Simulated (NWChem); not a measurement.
# GeH₃SeCl; SMILES [GeH3][Se]Cl

This build's default masses of Se (78.918 u) and Br (79.917 u) are each other's, which moves their modes by up to 0.6 %.

### Question
Give the equilibrium geometry at PBE0/def2-SVP (NWChem) as a list of bonds and angles, with the point group.

### Answer
point group Cs; any orientation.
Bond lengths (Å): Se1–Cl2 2.202, Se1–Ge3 2.368, Ge3–H4 1.535, Ge3–H5 1.539, Ge3–H6 1.535. Angles (°): Cl2–Se1–Ge3 94.8, Se1–Ge3–H4 109.1, Se1–Ge3–H5 104.2, Se1–Ge3–H6 109.1, H4–Ge3–H5 111.5, H4–Ge3–H6 111.3, H5–Ge3–H6 111.5.
